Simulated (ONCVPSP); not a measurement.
## Mg (Z = 12): one change to an ONCV potential, before and after

```
Element                 : magnesium (Mg)
Generator               : ONCVPSP 4.0.1
Type                    : optimised norm-conserving Vanderbilt (ONCV)
Functional              : LDA (Perdew-Wang 92)
Relativity              : fully relativistic
Frozen core             : [He] 2s2
Valence charge          : 8
Reference configuration : 2p6 3s0.5 (charge +1.5)
Partial waves           : 3s: rc 2.30 bohr, ncon 4, nbas 9, qcut 2.8 1/bohr, 2 projectors, debl 2 Ha; 2p: rc 0.90 bohr, ncon 4, nbas 8, qcut 14.5 1/bohr, 2 projectors, debl 0.6 Ha; d scattering state at 0.13 Ha: rc 2.10 bohr, ncon 5, nbas 9, qcut 4.9 1/bohr, 1 projector
Local potential         : polynomial inside 0.80 bohr (lpopt 5, dvloc0 3 Ha)
Core correction         : Teter function, fcfact 2.75, rcfact 1.5
```

Open shells are filled in proportion to 2j + 1.

In the p channel the program set the typed energies aside and used -2.243, 0.250 Ha (j = l + 1/2; the other j can differ).

All-electron outer shells of the reference configuration (LDA (PZ), scalar-relativistic, ld1.x):

```json
{"shell": "2s", "level (eV)": "-93.71", "outermost node (bohr)": "0.18", "outermost maximum (bohr)": "0.55"}
{"shell": "2p", "level (eV)": "-61.12", "outermost node (bohr)": "–", "outermost maximum (bohr)": "0.48"}
{"shell": "3s", "level (eV)": "-15.12", "outermost node (bohr)": "0.89", "outermost maximum (bohr)": "2.26"}
```

Change: s: rc 3.36.

Cutoffs: the cutoffs (Ha) at which the residual kinetic energy of the hardest occupied pseudo-wave falls to 1 and 0.1 mHa per electron; they do not see the model core or the augmentation charge, which bear on the density cutoff. Errors are all-electron minus pseudo energies relative to the spin-unpolarised reference configuration.

Task: Predict the effect on cutoff, ghosts and configuration errors.

Result: The potential gets neither clearly harder nor softer (85 Ha and 96 Ha → 85 Ha and 96 Ha); the p channel sets the loose cutoff, while the largest relative change is in s, which becomes softer; of the 4 tests that both files solve, the error grows in 3 and shrinks in 1 by more than 15 % and 0.3 meV (median size 5.2 → 15.4 meV); neither file shows a bound ghost.

| quantity | base | changed |
| --- | --- | --- |
| cutoff, loose | 85 Ha | 85 Ha |
| cutoff, tight | 96 Ha | 96 Ha |
| loose cutoff by channel | s 4.1 Ha, p 85 Ha | s 2.4 Ha, p 85 Ha |
| bound ghosts | none | none |
| GHOST(+) flags under 300 eV | s at 43.1 eV | s at 33.1 eV |
| error for 2p6 3s2, meV [ΔE -14.73 eV] | +11 | -41 |
| error for 2p6 3s1, meV [ΔE -6.66 eV] | +2.1 | -9.7 |
| error for 2p6 3s0, meV [ΔE 8.38 eV] | +5.2 | -21 |
| error for 2p6 3s1 3p1, meV [ΔE -11.21 eV] | +5.3 | -0.5 |
| p3/2: phases at 0.91 bohr within 0.05 rad from the reference energy up to (Ha; the scan ends near 5) | to the end of the scan | to the end of the scan |
| p1/2: phases at 0.91 bohr within 0.05 rad from the reference energy up to (Ha; the scan ends near 5) | to the end of the scan | to the end of the scan |
| d5/2: phases at 2.14 bohr within 0.05 rad from the reference energy up to (Ha; the scan ends near 5) | 2.4 | 2.4 |
| d3/2: phases at 2.14 bohr within 0.05 rad from the reference energy up to (Ha; the scan ends near 5) | 2.4 | 2.4 |
| rms error of d²Exc/dni dnj with the model core, mHa | 15.00 | 14.69 |
